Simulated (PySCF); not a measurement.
**UHF on Au (gold, neutral)**

Configuration: [Xe] 4f14 5d10 6s1, 2S determinant. Calculation: PySCF 2.14, in def2-TZVPPD with the def2 core potential (60 electrons) (6s5p3d2f1g, 59 functions); a scalar-relativistic core potential.

```json
{
  "Total energy": "-134.789865 hartree",
  "One-electron energy": "-239.0195 hartree",
  "Hartree (Coulomb) energy": "116.2036 hartree",
  "Exchange energy": "-11.9740 hartree",
  "⟨S²⟩": "0.7528",
  "⟨L²⟩": "0.000",
  "Sum of ⟨r⟩": "27.66 bohr",
  "Sum of ⟨r²⟩": "51.34 bohr²"
}
```

```csv
shell,electrons,mean orbital energy (eV),"rms radius, mean of both spins (bohr)"
5s α,1,-127.59,1.01
5s β,1,-127.55,1.01
5p β,3,-74.240,1.17
5p α,3,-74.131,1.17
5d α,5,-12.455,1.74
5d β,5,-12.223,1.74
6s α,1,-7.949,3.29
```

Energies and moments cover only the electrons outside the core potential. Spin-orbit coupling, which splits the p, d and f shells strongly at this Z, is absent.
